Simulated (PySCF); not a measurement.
## How methods differ on the excitation energy of O⁺

O⁺ [He] 2s2 2p3 (4S) → O⁺ [He] 2s1 2p3 3s1 (6S), as a difference of total energies. All numbers are calculated (PySCF 2.14, no relativity, point nucleus, in dyall-acv3z (15s9p4d2f, 76 functions)). Correlated levels: valence: 1s2 frozen; virtual orbitals above 40 to 60 times the deepest correlated orbital energy dropped. The calculations carry no spin-orbit coupling.

```
           method  excitation energy (eV)
              UHF                  28.096
    MP2 (valence)                  29.954
SCS-MP2 (valence)                  30.423
   CCSD (valence)                  30.194
CCSD(T) (valence)                  30.236
```

**Question.** How much does correlation contribute at CCSD(T) (valence)?

**Answer.** 30.236 − (28.096) = 2.140 eV, measured against UHF.

The promoted electron is Rydberg-like, and one or two diffuse shells describe it only roughly, which tends to raise the upper state.
